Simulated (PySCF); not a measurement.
Be(H)(SeH) (BeH2Se), SMILES [BeH][SeH]. Atoms are numbered in the order given.

```xyz
4

Be    -0.0035     1.7471     0.0000
H      0.0091     3.0813     0.0000
Se    -0.0419    -0.2877     0.0000
H      1.4298    -0.2890     0.0000
```

The structure is a stationary point at PBE0-D3(BJ)/def2-TZVP.

Method: IEF-PCM-B3LYP/def2-TZVPD (PySCF).

The values are the electrostatic part of the solvation free energy, E(continuum) − E(gas) at the gas-phase geometry, in a cavity of scaled van der Waals radii (PySCF's table); cavitation and dispersion terms are not included. A continuum can't describe solvent molecules that bind to the metal. In vacuum the orbital gap is 5.89 eV. The dipole moment in vacuum is 0.43 D.

Computed values in water (ε = 78.36), dimethylsulfoxide (ε = 46.83), chloroform (ε = 4.71):
```
solvent                ε  ΔG(elec) (kcal/mol)  dipole (D)  gap (eV)
-----------------  -----  -------------------  ----------  --------
water              78.36                 -5.0        0.82      6.22
dimethylsulfoxide  46.83                 -4.9        0.81      6.21
chloroform          4.71                 -3.4        0.67      6.11
```
